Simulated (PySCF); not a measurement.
**How methods differ on the ionisation energy of Nd**

Nd [Xe] 4f4 6s2 [4f5/2^4, M_J = 4] → Nd⁺ [Xe] 4f4 6s1 [4f5/2^4 6s1/2^1, M_J = 7/2], as a difference of total energies. Calculation: PySCF 2.14, in x2c-TZVPall-2c with one added diffuse shell each of s, p, d, f type (12s12p11d5f1g, 147 functions); the two-component X2C-1e Hamiltonian. Correlated levels: [Ar] 3d10 frozen; the 18 highest virtual spinors dropped. "Screened" scales the spin-orbit matrix elements by Boettger's factors to mimic the two-electron term; Breit and QED terms are absent.

```
                    method  ionisation energy (eV)
           GHF (spin-free)                   4.490
          GMP2 (spin-free)                   5.424
 GHF (screened spin-orbit)                   4.491
GMP2 (screened spin-orbit)                   5.424
```

How much does correlation contribute at GMP2 (screened spin-orbit)?

5.424 − (4.491) = 0.933 eV, measured against GHF (screened spin-orbit).

The spin-free rows relax to the high-spin LS determinant and lack the spin-orbit shift.

The labels give the starting determinants; with spin-orbit coupling the two ends relaxed to ⟨J²⟩ = 23.44, ⟨L²⟩ = 41.89, ⟨S²⟩ = 6.00 and ⟨J²⟩ = 20.20, ⟨L²⟩ = 41.90, ⟨S²⟩ = 8.73.

The determinant of Nd and of Nd⁺ mixes levels of different J (the jj label is only the starting occupation), so the difference between spin-free and spin-orbit rows is not the physical spin-orbit shift.

For comparison: 5.525 eV (measured; NIST Atomic Spectra Database, ionization energies).
